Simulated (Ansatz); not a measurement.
```yaml
crystal:
  periodic: [false, false, false]
  atoms:
    - {symbol: O, position_ang: [-3.316948, -2.708490, -0.371071]}
    - {symbol: C, position_ang: [-1.220828, -1.422909, 0.622059]}
    - {symbol: C, position_ang: [0.478889, 0.859728, -0.829484]}
    - {symbol: C, position_ang: [-0.272316, 1.693142, -3.559519]}
    - {symbol: O, position_ang: [1.037727, 3.729502, -5.187066]}
    - {symbol: C, position_ang: [-0.130142, -2.195137, 3.756550]}
    - {symbol: F, position_ang: [2.669880, -3.121196, 3.662115]}
    - {symbol: F, position_ang: [-0.204739, 0.197974, 5.481289]}
    - {symbol: F, position_ang: [-1.741736, -4.267245, 4.990751]}
    - {symbol: H, position_ang: [2.323063, 1.846142, 0.319574]}
    - {symbol: H, position_ang: [-2.122991, 0.682100, -4.677389]}
    - {symbol: H, position_ang: [2.669983, 4.584731, -4.133008]}
basis:
  gaussian: {orbitals: 6-31G, point_charges: [{charge: 1.00, position_ang: [6.169, 0.385, 0.941]}]}
hamiltonian: {xc: {name: wB97X}}
output: {forces: true}
```

```sh
$ ansatz run in.yaml --threads 2 --pin off --events-out ev --progress --plain --max-ram 32768MiB --backend cpu
```

Shortened log:

```
Functional definition: wB97X
988 factors; integrals over basis functions are off by at most 2.6e-4 eV
381 factors; integrals over basis functions are off by at most 2.4e-5 eV
mean field evaluation 1: about -16266.8551 eV, gradient 1.5e2 eV
mean field evaluation 2: about -14317.5593 eV, gradient 4.6e2 eV
mean field evaluation 4: about -15320.4154 eV, gradient 2.7e2 eV
mean field evaluation 8: about -16364.4942 eV, gradient 1.1e1 eV
mean field evaluation 16: about -16366.4318 eV, gradient 9.9e-2 eV
mean field evaluation 32: about -16366.2826 eV, gradient 2.0e0 eV
mean field evaluation 64: about -16366.2038 eV, gradient 1.3e0 eV
mean field -16366.43219598 eV, -601.4552896362 hartree, gradient 1.7e-6 eV, S^2 0.000000; 6 other end points of the search recorded, 0 dependent functions left out
reference -16366.43215902 eV, -601.4552882780 hartree; 35, 35 occupied and 52, 52 virtual orbitals, 988 factors
Total energy: -16366.43215902 eV, -601.4552882780 hartree
Atom 0 at    -3.316948    -2.708490    -0.371071 Å, force     1.318370     0.810790     0.612346 eV/Å
Atom 1 at    -1.220828    -1.422909     0.622059 Å, force    -0.717600    -0.270490    -0.600738 eV/Å
Atom 2 at     0.478889     0.859728    -0.829484 Å, force     1.342139     0.687493     1.027581 eV/Å
Atom 3 at    -0.272316     1.693142    -3.559519 Å, force    -0.821978     0.160082    -1.589877 eV/Å
Atom 4 at     1.037727     3.729502    -5.187066 Å, force     1.738690    -0.076857     2.883032 eV/Å
Atom 5 at    -0.130142    -2.195137     3.756550 Å, force     0.472006    -0.541993     1.870668 eV/Å
Atom 6 at     2.669880    -3.121196     3.662115 Å, force    -1.923212     0.810207    -0.097023 eV/Å
Atom 7 at    -0.204739     0.197974     5.481289 Å, force     0.105485    -1.719907    -1.365537 eV/Å
Atom 8 at    -1.741736    -4.267245     4.990751 Å, force     1.348681     1.717945    -1.026441 eV/Å
Atom 9 at     2.323063     1.846142     0.319574 Å, force    -2.296864    -1.185116    -1.421386 eV/Å
Atom 10 at    -2.122991     0.682100    -4.677389 Å, force     2.228265     1.273195     1.267876 eV/Å
Atom 11 at     2.669983     4.584731    -4.133008 Å, force    -2.874394    -1.529189    -1.752762 eV/Å
Dipole moment:    -0.400396     2.361015    -4.492442 e Å
```

In this input the geometry is stretched to more than twice its size. The run converged. The result belongs to that input, not to the molecule as meant.
